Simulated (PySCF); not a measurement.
**Radial density of Ti²¹⁺ (titanium, charge +21)**

BHandHLYP, 1s1, 2S determinant. Computed with PySCF 2.14 in an even-tempered Gaussian basis (17 s from 18 bohr⁻², ratio 2.2; 7 p from 28 bohr⁻², ratio 2.4; 4 d from 85 bohr⁻², ratio 2.4; 3 f from 130 bohr⁻², ratio 2.4; 3 g from 190 bohr⁻², ratio 2.4), with the spin-free X2C one-electron Hamiltonian (Gaussian nucleus).

| r (bohr) | 4πr²ρ (e/bohr) | 4πr²(ρα − ρβ) |
| --- | --- | --- |
| 0.000926 | 0.04730 | 0.0473 |
| 0.00156 | 0.1235 | 0.1235 |
| 0.00262 | 0.3173 | 0.3173 |
| 0.00441 | 0.7918 | 0.7918 |
| 0.00741 | 1.882 | 1.8819 |
| 0.0125 | 4.109 | 4.1092 |
| 0.0210 | 7.755 | 7.7555 |
| 0.0353 | 11.40 | 11.4042 |
| 0.0593 | 10.97 | 10.9677 |
| 0.0998 | 5.145 | 5.1453 |
| 0.168 | 0.7205 | 0.7205 |
| 0.282 | 0.01333 | 0.0133 |

Densities and radii are taken from the X2C orbitals without a picture-change correction, which distorts them close to the nucleus.

For one electron the Hartree and exchange-correlation energies should cancel; what remains is the self-interaction error.
